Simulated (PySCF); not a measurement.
## C₆ coefficients of unlike pairs at PBE0

Calculated with PySCF 2.14 from the dipole response of each species, C₆(A,B) = (3/π) ∫ α_A(iu) α_B(iu) du, in atomic units, from isotropic polarisabilities. For ions this is the dispersion term alone; charge-induced terms of lower order in 1/R come first.

```json
{"species": "I³⁺", "configuration": "[Kr] 4d10 5s2 5p2 (3P)", "basis": "aug-cc-pVQZ-DK3 (9s8p6d3f2g)", "relativity": "spin-free X2C", "α (bohr³)": "10.14", "C₆ (like pair)": "55.73"}
{"species": "Zr²⁺", "configuration": "[Kr] 4d2 (3F)", "basis": "def2-QZVPPD with the def2 core potential (28 electrons) (7s5p4d3f2g)", "relativity": "core potential", "α (bohr³)": "12.11", "C₆ (like pair)": "59.99"}
{"species": "Si²⁺", "configuration": "[Ne] 3s2 (1S)", "basis": "aug-cc-pCVTZ-DK with one added diffuse shell each of s, p, d, f type (9s8p6d4f)", "relativity": "spin-free X2C", "α (bohr³)": "11.81", "C₆ (like pair)": "40.77"}
{"species": "Bi⁺", "configuration": "[Xe] 4f14 5d10 6s2 6p2 (3P)", "basis": "def2-QZVPPD with the def2 core potential (60 electrons) (8s6p5d4f1g)", "relativity": "core potential", "α (bohr³)": "27.48", "C₆ (like pair)": "255.7"}
```

(1) Estimate C₆ for Zr²⁺ with I³⁺.

No spin-orbit coupling is included, so Bi⁺, close to jj coupling, stand for model states.

The other pairs:

```tsv
pair	C₆
Bi⁺, I³⁺	117.5
Bi⁺, Zr²⁺	122.9
Bi⁺, Si²⁺	101.1
Si²⁺, Zr²⁺	47.75
Si²⁺, I³⁺	45.44
```

## Answers

(1) The integral gives 57.62. The combination rule 2 C_A C_B / (C_A α_B/α_A + C_B α_A/α_B) gives 57.25 and the geometric mean 57.82.
